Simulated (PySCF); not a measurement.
Isomers of C8H7F3O, from PBE0-D3(BJ)/def2-SVP geometry optimisation, gas phase (PySCF 2.14.0). One conformer each, no zero-point energy, no frequencies.

Question: Which isomer lies lowest at this level?
A. `[CH3:1][O:2][c:3]1[cH:4][cH:5][cH:6][c:7]([C:8]([F:9])([F:10])[F:11])[cH:12]1` with C1–O2–C3–C4 180°: A = 1564, B = 629.4, C = 488.2 MHz, dipole 2.27 D
B. `[CH3:1][c:2]1[cH:3][cH:4][c:5]([O:6][C:7]([F:8])([F:9])[F:10])[cH:11][cH:12]1` with C4–C5–O6–C7 168°: A = 2732, B = 476.5, C = 437.9 MHz, dipole 2.51 D
C. `[CH2:1]=[C:2]1[CH:3]=[C:4]([C:5]([F:6])([F:7])[F:8])/[C:9]1=[CH:10]\[O:11][CH3:12]` with C9–C10–O11–C12 176°: A = 998.6, B = 847.7, C = 499.9 MHz, dipole 3.34 D

Answer: B. That is `Cc1ccc(OC(F)(F)F)cc1` (4-trifluoromethoxytoluene), 9.6 kcal/mol below the next.

```json
{"SMILES": "Cc1ccc(OC(F)(F)F)cc1", "mapped SMILES": "[CH3:1][c:2]1[cH:3][cH:4][c:5]([O:6][C:7]([F:8])([F:9])[F:10])[cH:11][cH:12]1", "E (Eh)": "-682.62530", "relative (kcal/mol)": "0.0", "relative (kJ/mol)": "0.0", "dipole (D)": "2.51"}
{"SMILES": "COc1cccc(C(F)(F)F)c1", "mapped SMILES": "[CH3:1][O:2][c:3]1[cH:4][cH:5][cH:6][c:7]([C:8]([F:9])([F:10])[F:11])[cH:12]1", "E (Eh)": "-682.61006", "relative (kcal/mol)": "9.6", "relative (kJ/mol)": "40.0", "dipole (D)": "2.27"}
{"SMILES": "C=C1C=C(C(F)(F)F)/C1=C\\OC", "mapped SMILES": "[CH2:1]=[C:2]1[CH:3]=[C:4]([C:5]([F:6])([F:7])[F:8])/[C:9]1=[CH:10]\\[O:11][CH3:12]", "E (Eh)": "-682.49808", "relative (kcal/mol)": "79.8", "relative (kJ/mol)": "334.0", "dipole (D)": "3.34"}
```

As drawn, the lowest has an aromatic ring, which the highest lacks; the highest has a four-membered ring and a C=C bond outside aromatic rings, which the lowest lacks.
